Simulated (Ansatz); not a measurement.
```yaml
crystal:
  periodic: [false, false, false]
  atoms:
    - {symbol: Sn, position_ang: [0.000000, -0.000000, 0.009477]}
    - {symbol: Te, position_ang: [-0.000000, 0.000000, 2.527293]}
basis:
  gaussian: {orbitals: def2-mTZVP, fitting: {mean_field: cc-pVTZ-jkfit}}
hamiltonian: {xc: {name: SPW92}, pseudopotentials: {relativity: none}}
output: {forces: true}
```

```sh
$ ansatz run in.yaml --threads 4 --pin off --events-out ev --progress --plain --max-ram 10444MiB
```

Problem. How does Ansatz answer? (An estimate is asked.)

Solution. The calculation gave: The program refused the input.
```
Functional definition: SPW92
Error: <dir> the basis set cc-pVTZ-JKFIT has no functions for Sn
```
